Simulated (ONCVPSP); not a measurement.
**K: from the effect back to the setting (ONCV)**

Base potential:

* Element: K (Z = 19)
* Generator: ONCVPSP 4.0.1
* Type: optimised norm-conserving Vanderbilt (ONCV)
* Functional: PBEsol
* Relativity: scalar-relativistic
* Frozen core: [Ne]
* Valence charge: 9
* Reference configuration: 3s2 3p6 4p1
* Partial waves: 3s: rc 2.05 bohr, ncon 4, nbas 9, qcut 7.4 1/bohr, 2 projectors, debl 3.9 Ha; 3p+4p: rc 2.60 bohr, ncon 4, nbas 7, qcut 5.7 1/bohr, 3 projectors, debl 1.6 Ha; d scattering state at 0.04 Ha: rc 2.20 bohr, ncon 5, nbas 8, qcut 4.9 1/bohr, 2 projectors, debl 3.4 Ha
* Local potential: polynomial inside 1.45 bohr (lpopt 5, dvloc0 0 Ha)
* Core correction: polynomial model core, fcfact 0.3

Cutoffs, loose and tight: the cutoffs (Ha) at which the residual kinetic energy of the hardest occupied pseudo-wave falls to 1 and 0.1 mHa per electron. They do not see the model core or the augmentation charge, which bear on the density cutoff. Test errors are all-electron minus pseudo excitation energies from the reference, over the configurations 3s2 3p6 4s1 4p0; 3s2 3p6 4p0; 3s2 3p6 4s0.5 4p0; 3s2 3p5 4s1 4p0; variants that change the core or the reference have their own tests.

Only the s radius is moved (2 further runs of the sweep failed or gave no value and are left out):

```csv
s radius (bohr),"cutoff, loose","cutoff, tight",bound ghosts,largest test error (meV)
1.46,20 Ha,24 Ha,none,+33
1.7,18 Ha,21 Ha,none,+36
1.88,16 Ha,19 Ha,none,+39
2.06,14 Ha,17 Ha,none,+44
2.48,10 Ha,12 Ha,none,+57
```

Task: One more run gave cutoff, loose: 11 Ha; cutoff, tight: 14 Ha; bound ghosts: none; largest test error (meV): +52. Which value of the s radius was used?

Result: 2.28 bohr. The loose cutoff moves one way along this sweep, from 20 Ha at 1.46 to 10 Ha at 2.48 bohr, which places the run between 2.06 and 2.48 bohr.
